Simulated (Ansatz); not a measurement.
A structure relaxed at PBE-D4/def2-SVP in Ansatz, charge 0, singlet:

| atom | x (Å) | y (Å) | z (Å) |
| --- | --- | --- | --- |
| V1 | -0.775 | -1.086 | -1.236 |
| V2 | 0.755 | 1.364 | 0.983 |
| O3 | -0.665 | 0.718 | -1.348 |
| O4 | 0.453 | -1.704 | -0.476 |
| O5 | 0.422 | 1.349 | -0.798 |
| O6 | 2.444 | 0.958 | 0.996 |
| O7 | -0.838 | 0.480 | 1.169 |
| O8 | -2.320 | -1.750 | -0.752 |
| O9 | -0.032 | 0.602 | 2.354 |
| H10 | 2.951 | 0.187 | 0.674 |
| H11 | 0.562 | 2.946 | 1.274 |
| H12 | -0.534 | -1.616 | -2.764 |
| H13 | -2.423 | -2.447 | -0.076 |

(1) Give its formula.

(2) Summarise the bond lengths by kind (pairs closer than 1.2 times the sum of covalent radii, bridged metal pairs left out).

Results:

(1) V₂O₇H₄.

(2) 7 × O–V 1.57 to 1.83 Å; 2 × O–O 1.37 to 1.44 Å; 1 × V–V 3.64 Å; 2 × H–O 0.98 Å; 2 × H–V 1.62 to 1.63 Å.

The structure holds 2 bonds between oxygen atoms, so isomers without such links may lie far lower. The restricted singlet is unstable towards broken spin symmetry in Hartree–Fock (as tested in another run); at PBE-D4/def2-SVP this wasn't settled. The relaxation made no stability test and no search for a lower SCF solution. No other spin state of charge 0 was run. Another isomer (singlet) lies 4.39 eV lower at PBE0-D4/def2-TZVP; other spin states weren't run for this one.
